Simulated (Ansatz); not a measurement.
One geometry of the cluster Mg₃O₂⁺, several levels of theory.

```yaml
crystal:
  periodic: [false, false, false]
  atoms:
    - {symbol: Mg, position_ang: [0.574261, 1.511792, 0.247419]}
    - {symbol: Mg, position_ang: [-1.798686, -0.757538, 1.642156]}
    - {symbol: Mg, position_ang: [0.227616, -0.986717, -1.284989]}
    - {symbol: O, position_ang: [1.623405, 0.297570, -0.852431]}
    - {symbol: O, position_ang: [-0.626595, -0.065107, 0.247836]}
basis:
  gaussian: {orbitals: def2-TZVP, initial_orbitals: start.molden}
total_charge: 1
magnetization: {spin_polarized: true, initial_magnetization: 3}
hamiltonian: {xc: pbe0, dispersion: d4}
scf: {omitted_lower_state_checks: [starts]}
output: {orbitals: {seedname: orbitals}}
```

The file start.molden holds the orbitals of an earlier run on this structure, at another level or in another basis.

```sh
$ ansatz run in.yaml --threads 4 --pin off --events-out ev --progress --plain --max-ram 3916MiB
```

Shortened log:

```
Functional definition: PBE0
1166 factors; their error is unknown
mean field evaluation 1: about -20408.0370 eV, gradient 1.0e2 eV
mean field evaluation 2: about -20410.7300 eV, gradient 2.9e0 eV
mean field evaluation 4: about -20410.8452 eV, gradient 9.6e-2 eV
mean field evaluation 8: about -20410.8452 eV, gradient 2.0e-5 eV
mean field -20410.84520199 eV, -750.0847262052 hartree, gradient 2.4e-5 eV, S^2 3.757165; 0 other end points of the search recorded, 0 dependent functions left out
reference -20410.84524195 eV, -750.0847276737 hartree; 27, 24 occupied and 131, 134 virtual orbitals, 1166 factors
Total energy: -20410.96022508 eV, -750.0889532261 hartree
Checks for a lower state left out: starts
```

Run time 6.5 s (4 threads of Arm Neoverse V2 on a shared host), peak host memory 0.7 GiB.

As the first input, with `hamiltonian: {xc: pbe}`, `correlation: {method: rpa}` and without the key `output` (abridged; 4.5 s):

```
Functional definition: PBE
mean field -20409.72353827 eV, -750.0435058238 hartree, gradient 2.0e-6 eV, S^2 3.754081
5 core orbitals not correlated: weight in the atoms' cores, before any rotation towards them, 1.000 or more for the frozen orbitals, at most 0.000 for the correlated occupied ones
Total energy: -20407.84797016 eV, -749.9745799673 hartree
Checks for a lower state left out: starts
```

Geometry: PBE-D4/def2-SVP.

Correlated methods freeze 5 core orbitals; core or outer-core shells of Mg are correlated, in sets that lack core-valence functions. At PBE0-D4/def2-TZVP a doublet of charge 1 lies 2.00 eV below the quartet, each at its own geometry. The structure comes from a short search, and lower isomers may exist.
